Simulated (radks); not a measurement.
Results of a calculation; reference values are marked as such.
Task: The table gives one normalised radial function P(r) = r R(r) (large component) of Lu+ in [Xe] 4f14 6s2 (r in bohr). Code: a radial shooting solver on a logarithmic mesh with Libxc functionals. Model: Dirac Kohn-Sham, PBE, spin-unpolarised, spherical densities, finite nucleus; Fermi nuclear charge, rms radius 5.37 fm.

r	P
0.002782	0.0057
0.003801	0.0100
0.005151	0.0172
0.006981	0.0290
0.009461	0.0476
0.01282	0.0755
0.01738	0.1145
0.02355	0.1622
0.03192	0.2081
0.04326	0.2278
0.05863	0.1840
0.07945	0.0466
0.1085	-0.1664
0.1471	-0.3176
0.1994	-0.2342
0.2702	0.1170
0.3662	0.4536
0.4963	0.3737
0.6726	-0.1636
0.9116	-0.7490
1.235	-0.9677
1.674	-0.7658
2.287	-0.3959
3.1	-0.1363
4.201	-0.0279
5.694	-0.0029
7.717	-0.0001
10.46	0.0000

Which n and l does it have? It may be an empty orbital.

Result: n = 5, l = 1: the number of nodes gives n - l - 1 = 3, the rise at small r points to l (this Dirac orbital starts outside the nucleus as r^gamma with gamma = sqrt((l + 1)^2 - (Z/c)^2) = 1.93; the j = 3/2 orbital of l + 1 starts with the same power, but with a smaller coefficient, and then steepens), and the extent must fit the shell. The curve is that of 5p3/2; the two j differ most near the nucleus, where j = l - 1/2 has the larger amplitude, and in heavy atoms j = l - 1/2 is also the more compact. 5p3/2: eigenvalue -38.426 eV, 3 radial nodes at r = 0.0855, 0.248, 0.622 bohr, <r> = 1.42 bohr, 90 % of the charge inside 2.09 bohr.
